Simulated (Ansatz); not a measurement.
## Worked example: In(CH3)2F + NaNH2 → In(CH3)2(NH2) + NaF

Gas-phase species: In(CH3)2F, singlet; NaNH2 `[NH2][Na]`, singlet; In(CH3)2(NH2), singlet; NaF, singlet. The partners trade F for NH2: In–F and Na–NH2 bonds give way to In–NH2 and Na–F.

Shapes, held fixed at every level: PBE0-D4/def2-TZVP. Programs: Ansatz 0.2.0. The zero-point and thermal change to 298 K, harmonic and unscaled (PBE0-D4/def2-TZVP), is +4.2 kJ/mol.

At CCSD(T)/def2-TZVPP; 1 Eh = 2625.50 kJ/mol:

```
      species  energy (Eh)
    In(CH3)2F  -368.936234
        NaNH2  -217.894701
In(CH3)2(NH2)  -325.042736
          NaF  -261.818250
```

Problem. Work out ΔH(298 K) of the reaction at this level.

Solution. 
1. Products less reactants: (-325.042736) + (-261.818250) − [(-368.936234) + (-217.894701)] = -0.030051 Eh = -78.9 kJ/mol.
2. With the thermal change: -78.9 + (+4.2) = -74.7 kJ/mol.

Other levels give -77.4 (CCSD/def2-SVP) to -65.8 kJ/mol (PBE-D4/def2-TZVPP). No measured value is set beside it here. For atoms past krypton def2 sets carry core potentials with scalar relativity. Outer-core shells of In, Na are correlated, in sets that cover them unevenly. Sets without diffuse functions underbind ionic bonds of s-block metals.
